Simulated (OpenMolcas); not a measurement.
# Fe4+, Ru4+, Os4+: d4 down the group

* Program: OpenMolcas
* Method: SS-CASPT2, IPEA 0.25 Eh, imaginary shift 0.1 Eh
* Basis: ANO-RCC-VQZP
* Scalar Hamiltonian: DKH2, point nucleus
* Spin-orbit coupling: state interaction with AMFI integrals over the reference wave functions, term energies averaged over their components

Active space for each ion: 4 electrons in 5 orbitals (d); closed shells correlated by CASPT2: Fe4+ 3s 3p; Ru4+ 4s 4p; Os4+ 5s 5p.

Computed levels in cm-1 above 5D0:

| Level | Fe4+ | Ru4+ | Os4+ |
| --- | --- | --- | --- |
| 5D1 | 147 | 482 | 4370 |
| 5D2 | 431 | 1287 | 8200 |
| 5D3 | 838 | 2290 | 11160 |
| 5D4 | 1351 | 3420 | 13140 |
| 3P0(1) | 24310 | 16510 | 18870 |
| 3H4 | 25140 | 17800 | 20960 |
| 3P1(1) | 25190 | 18910 | 25440 |
| 3H5 | 25460 | 18950 | 26000 |
| 3H6 | 25820 | 19890 | 28280 |
| weight of 5D in the lowest level (%) | 100 | 97 | 64 |

Mixed levels, with the weight of the term that names them: Os4+ 5D0 (64 %), Os4+ 5D4 (69 %), Os4+ 3P0(1) (51 %), Os4+ 3H4 (57 %), Os4+ 3H6 (75 %).

Measured, with the error of the calculation in %. Measured levels: Fe4+ from Corliss and Sugar, J. Phys. Chem. Ref. Data 11, 135 (1982); Os4+ from the list in Palmeri et al., Atoms 14, 22 (2026).

```
 Level          Fe4+          Os4+
   5D1    142 (+3.5)   4311 (+1.3)
   5D2    417 (+3.4)   8083 (+1.4)
   5D3    803 (+4.4)  11018 (+1.3)
   5D4   1283 (+5.3)  12966 (+1.3)
3P0(1)  24055 (+1.0)              
   3H4  24932 (+0.8)  20374 (+2.9)
3P1(1)  24973 (+0.9)  24680 (+3.1)
   3H5  25226 (+0.9)  25344 (+2.6)
   3H6  25528 (+1.1)  27669 (+2.2)
```

The fine-structure level 5D4 changes by a factor of 9.73 from Fe4+ to Os4+.

Without spin-orbit coupling 3P(1) lies 25070, 18110, 15980 cm-1 above 5D in that order; the difference to the level 3P0(1), of either sign, comes from spin-orbit coupling, which also lowers the zero.

CASPT2 does not keep the components of a term degenerate, so their means are used; among the terms shown or strongly mixed into the levels shown the widest spread is 140 cm-1 (5d4 3F(1), Os4+). Measured partners are found by configuration, term and J. A level has none where our copy of the source lacks it or the pairing is in doubt (some pairs that miss far off the trend of their configuration count as doubtful), and it then counts in no deviation. Levels of configurations outside the active space are missing.

A number in round brackets counts repeated terms of one configuration in the order of the reference energies.
